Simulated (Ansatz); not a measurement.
Two shapes of singlet H6.

Shape 1:

```xyz
6

H     1.1000    0.0000    0.0000
H     0.5500    0.9526    0.0000
H    -0.5500    0.9526    0.0000
H    -1.1000    0.0000    0.0000
H    -0.5500   -0.9526    0.0000
H     0.5500   -0.9526    0.0000
```

Shape 2:

```xyz
6

H     1.0670    0.0000    0.0000
H     0.5335    0.9241    0.0000
H    -0.5335    0.9241    0.0000
H    -1.0670    0.0000    0.0000
H    -0.5335   -0.9241    0.0000
H     0.5335   -0.9241    0.0000
```

Basis set: def2-SVP (spherical functions). All electrons are correlated. Charge 0, multiplicity 1.

Computed with Ansatz (development build ahead of 0.2.0); each method stands on the lowest determinant of its kind that the runs found.

Q: Which shape is lower in energy, and by how much in each method?

A:

```
 method  E(2) − E(1) (eV)
    RHF            -0.218
RHF-MP2            -0.221
```

Shape 2 is lower. Caution: stretched shape with no unrestricted run beside it, a lower state can exist. Caution for RHF-MP2: bonds are stretched, where a single reference can fail.
